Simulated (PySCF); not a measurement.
C₄H₄F₂, SMILES C=C(F)/C=C\F. Geometry optimised at PBE-D3(BJ)/def2-SVP. The structure was generated by enumeration; whether it is a known compound was not checked. Other conformers were not sampled.

Computed equilibrium geometry at PBE-D3(BJ)/def2-SVP (PySCF confirms it by a frequency run) as Cartesian coordinates in Å, and its point group (one conformer of several):
point group Cs.
```xyz
10

C      0.3496    -2.2532     0.0000
C      0.0169    -0.9436     0.0000
F     -1.2858    -0.5915     0.0000
C      0.9589     0.1648     0.0000
C      0.6831     1.4875     0.0000
F     -0.5493     2.0011     0.0000
H     -0.4316    -3.0249     0.0000
H      1.4048    -2.5549     0.0000
H      2.0253    -0.1042     0.0000
H      1.4664     2.2641     0.0000
```
